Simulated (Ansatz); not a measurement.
## Two structures, one formula

Two relaxed structures of CdH₂SO, singlet (PBE0-D4/def2-TZVP; forces vanish, vibrations not checked).

A:

O1  (-1.010, -1.042, 0.730)
Cd2  (0.873, 1.104, -0.449)
S3  (0.660, -0.822, 0.911)
H4  (-1.115, -1.789, 0.133)
H5  (0.982, 2.466, -1.401)
(Å)

B:

```tsv
atom	x (Å)	y (Å)	z (Å)
O1	-0.4785	-1.8063	1.0826
Cd2	-0.1203	0.2436	0.1315
S3	0.1707	2.2344	-0.7845
H4	-0.9648	-2.4738	0.5880
H5	-0.7786	-1.8528	1.9962
```

Program: Ansatz 0.2.0. Basis: def2-TZVPP. Cores are frozen in the correlated methods. Filled d shells of the heavier atoms are correlated. Core potentials replace the inner electrons of the atoms past krypton. B3LYP uses VWN-RPA correlation.

Q: Which structure is lower at CCSD(T), and by how much? (An estimate is asked for; the value comes from the calculation.)

A: The calculation gives: B, by 0.368 eV (electronic energy, against the other). By their contacts, A is CdH₂SO ([OH][S][CdH]) and B is CdH₂SO ([OH2][Cd][S]).

All methods give the same order:

| method | E(B) − E(A) (eV) |
| --- | --- |
| PBE-D4 | -0.237 |
| r2SCAN-D4 | -0.292 |
| PBE0-D4 | -0.235 |
| B3LYP-D4 | -0.273 |
| wB97M-V | -0.160 |
| HF | -0.259 |
| MP2 | -0.512 |
| CCSD | -0.311 |
| CCSD(T) | -0.368 |

No T1 diagnostic of these runs exceeds 0.019.

Labels in which every atom is bracketed show which atoms are joined, not bond orders.

For scale, one of the runs: CCSD(T)/def2-TZVPP, 157 basis functions, launched by `ansatz run in.yaml --threads 2 --pin off --events-out ev --progress --plain --max-ram 4352MiB`. Time: 68 s of wall clock on 2 CPU threads of an Arm Neoverse V2; the host was shared. Peak host memory: 1.4 GiB.
